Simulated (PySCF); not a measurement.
Si(OH)(SiH3) (H4OSi2), SMILES [SiH3][Si]O (connectivity only; charge and spin as stated), neutral, multiplicity 1. Atoms are numbered in the order given.

```xyz
7

Si    -0.7228    -0.8645     0.0000
O      0.7683    -1.6315     0.0000
H      1.5711    -1.0802     0.0000
Si     0.1060     1.4512     0.0000
H      1.6156     1.4711     0.0000
H     -0.3490     2.2242    -1.2055
H     -0.3490     2.2242     1.2055
```
Charge 0, spin multiplicity 1.

The structure is a stationary point at PBE-D3(BJ)/def2-TZVP. The values are those of a single conformer.

Calculation: PBE-D3(BJ)/def2-TZVP (PySCF).

Frequencies are harmonic and unscaled.

Computed harmonic wavenumbers and intensities:
| mode | ν (cm⁻¹) | IR (km/mol) | moving atoms (share of kinetic energy) |
|---|---|---|---|
| 1 | 59 | 0.9 | H 85 %, O 9 % |
| 2 | 147 | 18.5 | O 42 %, H 35 %, Si 22 % |
| 3 | 309 | 41.0 | H 90 %, Si 10 % |
| 4 | 328 | 17.8 | Si 77 %, H 21 % |
| 5 | 456 | 24.2 | H 56 %, Si 38 % |
| 6 | 575 | 83.8 | H 88 %, O 9 % |
| 7 | 772 | 314.9 | O 44 %, H 40 %, Si 16 % |
| 8 | 823 | 121.2 | H 76 %, Si 13 %, O 11 % |
| 9 | 854 | 4.6 | H 64 %, Si 19 %, O 17 % |
| 10 | 891 | 30.3 | H 98 % |
| 11 | 898 | 22.7 | H 96 % |
| 12 | 2079 | 97.8 | H 98 % |
| 13 | 2121 | 75.5 | H 97 % |
| 14 | 2129 | 79.9 | H 96 % |
| 15 | 3675 | 39.0 | H 94 % |
